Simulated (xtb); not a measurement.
dimethyl thioether (C₂H₆S), singlet, at a GFN2-xTB geometry, atoms displaced at random by about 0.1 Å a coordinate. Base run: GFN1-xTB (xtb).

Input for xtb:
```
$ xtb mol.xyz --gfn 1 --opt --json

# file mol.xyz
9

C      0.09015464     1.26447793    -0.39627263
S      0.03510131     0.09041656     0.62375447
C      0.05579423    -1.34411755    -0.58453074
H      0.05227372     2.13996769     0.11326732
H      0.87620913     1.33177781    -1.03293197
H     -0.86265315     1.33580831    -1.14241527
H      0.05880877    -2.12318182     0.25000625
H     -0.77174722    -1.39148706    -1.03852726
H      0.77414265    -1.18707527    -1.13893216
```

The base run was repeated with changes; each row names its change, and settings that it needs were set with it.

```tsv
change	ΔE vs base (µEh)	optimiser steps
base	0.0	9
alpb = acetone	-4629	10
opt level = sloppy	16.3	7
alpb = dmf	-5094	9
opt level = crude	66.7	6
opt level = vtight	-13.8	16
engine = inertial	58.8	-
opt level = extreme	-13.9	21
opt level = tight	-13.7	15
opt level = lax	5.0	8
```
